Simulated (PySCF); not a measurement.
Basis and Hamiltonian dependence of the excitation energy of K

K [Ar] 4s1 (2S) → K [Ar] 3d1 (2D). Calculated with PySCF 2.14 from differences of total energies of unrestricted determinants, without spin-orbit coupling. Values in eV.

```json
{"basis": "x2c-TZVPPall", "Hamiltonian": "spin-free X2C", "functions": "33", "UHF": "3.424", "r2SCAN": "3.035", "PBE0": "3.074", "CCSD(T) (valence and next inner shell)": "3.595"}
{"basis": "def2-TZVPPD", "Hamiltonian": "non-relativistic", "functions": "36", "UHF": "3.406", "r2SCAN": "3.015", "PBE0": "3.053", "CCSD(T) (valence and next inner shell)": "3.575"}
{"basis": "aug-cc-pVDZ-X2C", "Hamiltonian": "spin-free X2C", "functions": "36", "UHF": "2.455", "r2SCAN": "2.376", "PBE0": "2.402", "CCSD(T) (valence and next inner shell)": "n/a"}
{"basis": "x2c-TZVPPall with one added diffuse shell each of s, p, d type", "Hamiltonian": "spin-free X2C", "functions": "42", "UHF": "2.490", "r2SCAN": "2.406", "PBE0": "2.426", "CCSD(T) (valence and next inner shell)": "2.710"}
{"basis": "aug-cc-pVTZ-X2C", "Hamiltonian": "spin-free X2C", "functions": "59", "UHF": "2.452", "r2SCAN": "2.327", "PBE0": "2.359", "CCSD(T) (valence and next inner shell)": "n/a"}
{"basis": "def2-QZVPPD", "Hamiltonian": "non-relativistic", "functions": "70", "UHF": "3.314", "r2SCAN": "2.883", "PBE0": "2.922", "CCSD(T) (valence and next inner shell)": "3.392"}
{"basis": "x2c-QZVPPall", "Hamiltonian": "spin-free X2C", "functions": "73", "UHF": "2.679", "r2SCAN": "2.411", "PBE0": "2.440", "CCSD(T) (valence and next inner shell)": "2.849"}
{"basis": "aug-cc-pwCVTZ-X2C", "Hamiltonian": "spin-free X2C", "functions": "84", "UHF": "2.452", "r2SCAN": "2.333", "PBE0": "2.366", "CCSD(T) (valence and next inner shell)": "2.686"}
{"basis": "x2c-QZVPPall with one added diffuse shell each of s, p, d, f type", "Hamiltonian": "spin-free X2C", "functions": "89", "UHF": "2.462", "r2SCAN": "2.329", "PBE0": "2.353", "CCSD(T) (valence and next inner shell)": "2.687"}
{"basis": "aug-cc-pVQZ-X2C", "Hamiltonian": "spin-free X2C", "functions": "93", "UHF": "2.445", "r2SCAN": "2.309", "PBE0": "2.336", "CCSD(T) (valence and next inner shell)": "n/a"}
{"basis": "aug-cc-pwCVTZ-X2C with one added diffuse shell each of s, p, d, f type", "Hamiltonian": "spin-free X2C", "functions": "100", "UHF": "2.451", "r2SCAN": "2.332", "PBE0": "2.366", "CCSD(T) (valence and next inner shell)": "2.685"}
{"basis": "dyall-av3z", "Hamiltonian": "spin-free X2C", "functions": "118", "UHF": "2.468", "r2SCAN": "2.369", "PBE0": "2.392", "CCSD(T) (valence and next inner shell)": "n/a"}
{"basis": "dyall-av3z", "Hamiltonian": "non-relativistic", "functions": "118", "UHF": "2.453", "r2SCAN": "2.350", "PBE0": "2.372", "CCSD(T) (valence and next inner shell)": "n/a"}
{"basis": "dyall-acv3z", "Hamiltonian": "non-relativistic", "functions": "135", "UHF": "2.444", "r2SCAN": "2.296", "PBE0": "2.327", "CCSD(T) (valence and next inner shell)": "n/a"}
```

Frozen in the all-electron rows: valence and next inner shell: [Ne]; valence: [Ar].

At UHF, x2c-TZVPPall, def2-TZVPPD, def2-QZVPPD, dyall-av3z, dyall-acv3z lie more than 0.3 eV from the median of the rows with comparable relativity. Of these, x2c-TZVPPall has no diffuse functions of the l that the added or promoted electron needs.

Non-relativistic rows lack the scalar-relativistic shift.

Reference for a calculation without spin-orbit coupling: 2.670 eV (measured, between term centres; NIST).
